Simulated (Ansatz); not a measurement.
```yaml
atoms:
  - { symbol: S, position_ang: [0.0000, 0.0000, 0.0000] }
  - { symbol: S, position_ang: [0.0000, 0.0000, 1.7983] }
```

Basis set: cc-pV(T+d)Z (spherical functions). Left uncorrelated: 10 orbitals. Correlation on ROHF uses semicanonical orbitals with singles. Charge 0, multiplicity 3.

Computed with Ansatz (development build ahead of 0.2.0); the reference of a correlated method needn't be the lowest determinant of its kind.

(1) Give the atomization energy at this shape (free ground-state atoms in the same class of orbitals less the molecule, no zero-point energy) of triplet S2 by ROHF-CCSD(T), ROHF-CCSD.

Results:

(1)

```csv
method,atomization energy
ROHF-CCSD(T),3.92 eV
ROHF-CCSD,3.67 eV
```

Caution: the reference determinant was not shown to be the lowest; the shape is not the minimum.
